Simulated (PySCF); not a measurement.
Electronic structure of W⁺ (tungsten, charge +1) at the wB97M-V level

Configuration: [Xe] 4f14 5d3 6s1 6p1, one real determinant (an excited configuration). Calculation: PySCF 2.14, in Sapporo-DKH3-TZP-2012 (10s8p6d3f1g, 94 functions); the spin-free X2C one-electron Hamiltonian (Gaussian nucleus).

```json
{
 "Total energy": "-16141.07 hartree",
 "One-electron energy": "-22117.32 hartree",
 "Hartree (Coulomb) energy": "6304.02 hartree",
 "Exchange-correlation energy": "-327.77 hartree",
 "⟨S²⟩": "8.7517",
 "⟨L²⟩": "12.581",
 "Sum of ⟨r⟩": "42.68 bohr",
 "Sum of ⟨r²⟩": "58.97 bohr²",
 "Traceless quadrupole moment −½Σ⟨3z² − r²⟩ along its main axis": "-7.39 e·bohr²",
 "Langevin diamagnetic susceptibility": "-46.7 ×10⁻⁶ cm³/mol",
 "Time after the integrals": "of the order of 50 core-seconds"
}
```

```
shell  electrons  mean orbital energy (eV)  spread (eV)  rms radius, mean of both spins (bohr)
 1s α          1                  -69409.2            0                                 0.0208
 1s β          1                  -69409.2            0                                 0.0208
 2s α          1                  -12034.2            0                                 0.0839
 2s β          1                  -12034.0            0                                 0.0839
 2p α          3                  -10557.8        0.013                                 0.0763
 2p β          3                  -10557.7        0.041                                 0.0763
 3s α          1                   -2799.8            0                                  0.214
 3s β          1                   -2799.8            0                                  0.214
 3p α          3                   -2357.8        0.016                                  0.216
 3p β          3                   -2357.7        0.018                                  0.216
 3d α          5                   -1833.3        0.083                                  0.197
 3d β          5                   -1833.2        0.070                                  0.197
 4s α          1                   -596.92            0                                  0.478
 4s β          1                   -596.71            0                                  0.478
 4p α          3                   -450.37        0.116                                  0.509
 4p β          3                   -450.18        0.122                                  0.509
 4d α          5                   -259.92        0.162                                  0.551
 4d β          5                   -259.69        0.275                                  0.551
 5s α          1                   -96.629            0                                   1.13
 5s β          1                   -94.821            0                                   1.13
 5p α          3                   -60.120        0.513                                   1.32
 5p β          3                   -57.488        0.959                                   1.32
 4f α          7                   -50.603        0.230                                  0.678
 4f β          7                   -50.213        0.347                                  0.678
 5d α          3                   -18.973        0.456                                   2.03
 6s α          1                   -17.538            0                                   2.87
 6p α          1                   -10.837            0                                   3.62
```

⟨L²⟩ = 12.58 against 20 for a pure G term, so this real determinant mixes terms. Spin-orbit coupling, absent here, splits the open shell strongly.

Densities and radii are taken from the X2C orbitals without a picture-change correction, which distorts them close to the nucleus.
